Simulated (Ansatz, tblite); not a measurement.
Removing an electron: the cluster B₂N₂⁻ (the lowest doublet isomer of a short search). Total charge -1; doublet. Geometry: PBE0-D4/def2-TZVPD. Ansatz, gas phase; energy differences of separate SCF runs; the oxidised species is a triplet (the singlet lies 1.85 eV higher at PBE0-D4/def2-TZVPD).

```xyz
4

B    -1.8404    0.4083   -0.6220
B     0.6128   -0.1360    0.2071
N     1.8489   -0.4105    0.6243
N    -0.6214    0.1381   -0.2093
```

The xTB rows come from tblite. HOMO above LUMO, or a gap near zero within one spin, warns that the state may not be the lowest or that an electron is smeared out. The structure comes from a short search, and lower isomers may exist.

```
             level  −HOMO (eV)  vertical IE (eV)  −LUMO (eV)  HOMO–LUMO gap (eV)
          GFN1-xTB           –              7.66           –                   –
          GFN2-xTB           –              6.32           –                   –
PBE0-D4/def2-TZVPD        1.45              3.31       -0.84                2.30
```

Estimate the rows for PBE-D4/def2-TZVPD, r2SCAN-D4/def2-TZVPD.


| level | −HOMO (eV) | vertical IE (eV) | −LUMO (eV) | HOMO–LUMO gap (eV) | remarks |
| --- | --- | --- | --- | --- | --- |
| PBE-D4/def2-TZVPD | 0.51 | 3.30 | 0.38 | 0.13 | gap within one spin near zero (-1 doublet) |
| r2SCAN-D4/def2-TZVPD | 0.56 | 3.16 | 0.00 | 0.56 | – |

  HOMO and LUMO are the levels of the spin that leaves or enters (xTB has no such levels and no spin-polarisation term). Other spin states of the ions may lie lower, which would lower the ionisation energy or raise the affinity. Raw xTB energy differences between charge states are shifted by several eV; the methods need an empirical correction for them.
